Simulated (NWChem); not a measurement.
Everything below was run with NWChem. System: H4AlFN2, charge 0, spin multiplicity 1, at a geometry optimised with PBE/def2-SVP. The structure started from a generated list of species. Level: RHF/def2-TZVP.

Input file:

```
start mol
memory heap 200 mb stack 800 mb global 1000 mb
geometry units angstroms nocenter noautoz
  Al     0.000000     0.000000     0.024312
  F      0.000000     0.000000     1.705274
  N      1.566927     0.000000    -0.811384
  H      1.709840     0.000000    -1.822147
  H      2.467597     0.000000    -0.329931
  N     -1.566927     0.000000    -0.811384
  H     -1.709840     0.000000    -1.822147
  H     -2.467597     0.000000    -0.329931
  symmetry group C2v
end
basis spherical
  * library def2-tzvp
end
scf
  rhf
  nopen 0
  maxiter 100
  thresh 1e-7
  semidirect memsize 60000000 filesize 0
end
task scf energy
```

NWChem printed:

```
             Northwest Computational Chemistry Package (NWChem) 7.3.0
             --------------------------------------------------------

                                NWChem Input Module
                                -------------------

 Scaling coordinates for geometry "geometry" by  1.889725989
 (inverse scale =  0.529177249)

 Turning off AUTOSYM since
 SYMMETRY directive was detected!

                             Geometry "geometry" -> ""
                             -------------------------

 Output coordinates in angstroms (scale by  1.889725989 to convert to a.u.)

  No.       Tag          Charge          X              Y              Z
 ---- ---------------- ---------- -------------- -------------- --------------
    1 Al                  13.0000     0.00000000     0.00000000     0.02431200
    2 F                    9.0000     0.00000000     0.00000000     1.70527400
    3 N                    7.0000     1.56692700     0.00000000    -0.81138400
    4 H                    1.0000     1.70984000     0.00000000    -1.82214700
    5 H                    1.0000     2.46759700     0.00000000    -0.32993100
    6 N                    7.0000    -1.56692700     0.00000000    -0.81138400
    7 H                    1.0000    -1.70984000     0.00000000    -1.82214700
    8 H                    1.0000    -2.46759700     0.00000000    -0.32993100

 Effective nuclear repulsion energy (a.u.)     157.8530642206

            Nuclear Dipole moment (a.u.)
            ----------------------------
        X                 Y               Z
 ---------------- ---------------- ----------------
    -0.0000000000     0.0000000000    -0.0000188973

      Symmetry information
      --------------------

 Group name             C2v
 Group number             16
 Group order               4
 No. of unique centers     5

      Symmetry unique atoms

     1    2    3    4    5


 Summary of "ao basis" -> "" (spherical)
 ------------------------------------------------------------------------------
       Tag                 Description            Shells   Functions and Types
 ---------------- ------------------------------  ------  ---------------------
 *                         def2-tzvp                  on all atoms

 Summary of "ao basis" -> "ao basis" (spherical)
 ------------------------------------------------------------------------------
       Tag                 Description            Shells   Functions and Types
 ---------------- ------------------------------  ------  ---------------------
 Al                        def2-tzvp                13       37   5s5p2d1f
 F                         def2-tzvp                11       31   5s3p2d1f
 N                         def2-tzvp                11       31   5s3p2d1f
 H                         def2-tzvp                 4        6   3s1p

                                 NWChem SCF Module
                                 -----------------

  ao basis        = "ao basis"
  functions       =   154
  atoms           =     8
  closed shells   =    20
  open shells     =     0
  charge          =   0.00
  wavefunction    = RHF
  use symmetry    = T
  symmetry adapt  = T

 Summary of "ao basis" -> "ao basis" (spherical)
 ------------------------------------------------------------------------------
       Tag                 Description            Shells   Functions and Types
 ---------------- ------------------------------  ------  ---------------------
 Al                        def2-tzvp                13       37   5s5p2d1f
[...]
       Symmetry analysis of molecular orbitals - final
       -----------------------------------------------

  Numbering of irreducible representations:

     1 a1          2 a2          3 b1          4 b2

  Orbital symmetries:

     1 a1          2 a1          3 b1          4 a1          5 a1
     6 b2          7 a1          8 b1          9 a1         10 a1
    11 b1         12 a1         13 a1         14 b1         15 b2
    16 b1         17 a1         18 b1         19 b2         20 a2
    21 a1         22 b2         23 b1         24 a1         25 a1
    26 b1         27 a1         28 b1         29 a1         30 a1

             Final eigenvalues
             -----------------

              1
    1  -58.4662
    2  -26.2338
    3  -15.5293
    4  -15.5293
    5   -4.8800
    6   -3.1974
    7   -3.1957
    8   -3.1950
    9   -1.5156
   10   -1.1078
   11   -1.0979
   12   -0.6624
   13   -0.6385
   14   -0.6346
   15   -0.6030
   16   -0.6010
   17   -0.5839
   18   -0.5387
   19   -0.4165
   20   -0.3926
   21    0.0914
   22    0.1342
   23    0.1411
   24    0.1535
   25    0.1915
   26    0.2096
   27    0.2139
   28    0.2491
   29    0.3053
   30    0.3416

                       ROHF Final Molecular Orbital Analysis
                       -------------------------------------

 Vector   18  Occ=2.000000D+00  E=-5.387404D-01  Symmetry=b1
              MO Center= -3.8D-13,  8.5D-15, -5.9D-01, r^2= 3.3D+00
   Bfn.  Coefficient  Atom+Function         Bfn.  Coefficient  Atom+Function
  ----- ------------  ---------------      ----- ------------  ---------------
    74      0.226705  3 N  px               117      0.226705  6 N  px
    77      0.210647  3 N  px               120      0.210647  6 N  px
    15     -0.197801  1 Al px

 Vector   19  Occ=2.000000D+00  E=-4.164980D-01  Symmetry=b2
              MO Center=  1.3D-16, -2.4D-15, -7.6D-01, r^2= 3.3D+00
   Bfn.  Coefficient  Atom+Function         Bfn.  Coefficient  Atom+Function
  ----- ------------  ---------------      ----- ------------  ---------------
    75      0.268286  3 N  py               118      0.268286  6 N  py
    78      0.258667  3 N  py               121      0.258667  6 N  py
    81      0.223790  3 N  py               124      0.223790  6 N  py

 Vector   20  Occ=2.000000D+00  E=-3.925688D-01  Symmetry=a2
              MO Center=  8.7D-15, -9.7D-17, -7.8D-01, r^2= 3.4D+00
   Bfn.  Coefficient  Atom+Function         Bfn.  Coefficient  Atom+Function
  ----- ------------  ---------------      ----- ------------  ---------------
    75      0.284214  3 N  py               118     -0.284214  6 N  py
    78      0.271082  3 N  py               121     -0.271082  6 N  py
    81      0.254244  3 N  py               124     -0.254244  6 N  py

 Vector   21  Occ=0.000000D+00  E= 9.140665D-02  Symmetry=a1
              MO Center=  5.1D-14,  1.5D-16, -5.8D-01, r^2= 7.2D+00
   Bfn.  Coefficient  Atom+Function         Bfn.  Coefficient  Atom+Function
  ----- ------------  ---------------      ----- ------------  ---------------
     5      1.838011  1 Al s                 73     -1.446102  3 N  s
   116     -1.446102  6 N  s                102      0.392065  4 H  s
   145      0.392065  7 H  s                108      0.375300  5 H  s
   151      0.375300  8 H  s                 20     -0.265137  1 Al pz
    42     -0.194598  2 F  s                 28     -0.183089  1 Al d  0

 Vector   22  Occ=0.000000D+00  E= 1.341511D-01  Symmetry=b2
              MO Center=  3.7D-13, -5.5D-16,  7.7D-02, r^2= 6.3D+00
   Bfn.  Coefficient  Atom+Function         Bfn.  Coefficient  Atom+Function
  ----- ------------  ---------------      ----- ------------  ---------------
    19      1.217742  1 Al py                81     -0.345795  3 N  py
   124     -0.345795  6 N  py                50     -0.177167  2 F  py

 Vector   23  Occ=0.000000D+00  E= 1.410813D-01  Symmetry=b1
              MO Center= -1.2D-13, -3.2D-17, -2.8D-01, r^2= 1.1D+01
   Bfn.  Coefficient  Atom+Function         Bfn.  Coefficient  Atom+Function
  ----- ------------  ---------------      ----- ------------  ---------------
    73      2.097694  3 N  s                116     -2.097694  6 N  s
    18     -1.561581  1 Al px               108     -0.562963  5 H  s
   151      0.562963  8 H  s                 29     -0.511692  1 Al d  1
   102     -0.512046  4 H  s                145      0.512046  7 H  s
    15     -0.361933  1 Al px                72     -0.273948  3 N  s

 center of mass
 --------------
 x =  -0.00000000 y =   0.00000000 z =   0.14513454

 moments of inertia (a.u.)
 ------------------
         286.227317046242           0.000000000000           0.000000000000
           0.000000000000         596.654881445873           0.000000000000
           0.000000000000           0.000000000000         310.427564399630

  Mulliken analysis of the total density
  --------------------------------------

    Atom       Charge   Shell Charges
 -----------   ------   -------------------------------------------------------
    1 Al  13    11.96   2.00  0.65  1.34  0.48  0.08  2.92  2.28  0.83  0.70  0.14  0.28  0.14  0.13
    2 F    9     9.48   0.77  1.20  0.59  1.00  0.35  2.24  2.29  1.02  0.00  0.01  0.00
    3 N    7     7.79   0.82  1.16  0.50  0.81  0.20  1.50  1.80  0.97  0.00  0.01  0.00
    4 H    1     0.75   0.25  0.40  0.05  0.04
    5 H    1     0.74   0.25  0.40  0.05  0.04
    6 N    7     7.79   0.82  1.16  0.50  0.81  0.20  1.50  1.80  0.97  0.00  0.01  0.00
    7 H    1     0.75   0.25  0.40  0.05  0.04
    8 H    1     0.74   0.25  0.40  0.05  0.04

       Multipole analysis of the density wrt the origin
       ------------------------------------------------

     L   x y z        total         open         nuclear
     -   - - -        -----         ----         -------
     0   0 0 0     -0.000000      0.000000     40.000000

     1   1 0 0      0.000000      0.000000     -0.000000
     1   0 1 0     -0.000000      0.000000      0.000000
     1   0 0 1     -0.991724      0.000000     -0.000019

     2   2 0 0    -18.032304      0.000000    187.119551
     2   1 1 0      0.000000      0.000000      0.000000
     2   1 0 1     -0.000000      0.000000     -0.000000
     2   0 2 0    -22.178340      0.000000      0.000000
     2   0 1 1      0.000000      0.000000      0.000000
     2   0 0 2    -22.876151      0.000000    150.892762

 Task  times  cpu:        5.2s     wall:        5.2s

 Total times  cpu:        5.2s     wall:        5.2s
```
